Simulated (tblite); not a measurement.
C$_{2}$H$_{3}$O$_{2}$ (SMILES CO[C-]=O), charge -1, singlet, at a GFN2-xTB geometry; IPEA1-xTB in tblite.

Input for tblite:
```
$ tblite run mol.xyz --method ipea1 --charge -1 --spin 0 --json tblite.json --no-restart

# file mol.xyz
7

C     -1.15412904    -0.13368505    -0.00475851
O     -0.72670803    -1.11946687     0.60148897
O      0.00963198     0.80173294    -0.46742437
C      1.28691312     0.41218812    -0.14832584
H      1.79443639     1.15884469     0.49102832
H      1.24026991    -0.54555805     0.40753573
H      1.90519756     0.25756633    -1.05257476
```

It wrote (shortened):

```
xTB calculator
 | screened Coulomb repulsion
 | Coulomb electrostatics
 |  * isotropic Klopman-Ohno-Mataga-Nishimoto electrostatics
 |  * onsite third-order electrostatics
 | DFT-D3(BJ) dispersion correction

halogen bonding energy    0.0000000000000E+00 Eh
repulsion energy          1.1906770141385E-01 Eh
dispersion energy        -1.4340903682780E-03 Eh
number of electrons       2.4000000000000E+01 e
integral cutoff           4.0000000000000E+01 bohr

------------------------------------------------------------
  cycle        total energy    energy error   density error
------------------------------------------------------------
      1     -15.64923559443  -1.5766869E+01   4.6999956E-01
      2     -15.75453455538  -1.0529896E-01   4.2811859E-01
      3     -16.08147143275  -3.2693688E-01   2.1416225E-01
      4     -16.08789926478  -6.4278320E-03   7.5264820E-02
      5     -16.11523594372  -2.7336679E-02   1.3526695E-02
      6     -16.11609088754  -8.5494382E-04   4.8683637E-03
      7     -16.11626195198  -1.7106444E-04   1.7045362E-03
      8     -16.11626643951  -4.4875335E-06   1.2909147E-03
      9     -16.11626969778  -3.2582683E-06   1.6964065E-04
     10     -16.11626976459  -6.6808038E-08   2.3872572E-05
     11     -16.11626976667  -2.0851871E-09   3.9720778E-06
------------------------------------------------------------

electronic energy        -1.6233903377716E+01 Eh
total energy             -1.6116269766670E+01 Eh

Post processing:
 | Mayer-Wiberg bond orders

[Info] JSON dump of results written to 'tblite.json'
```
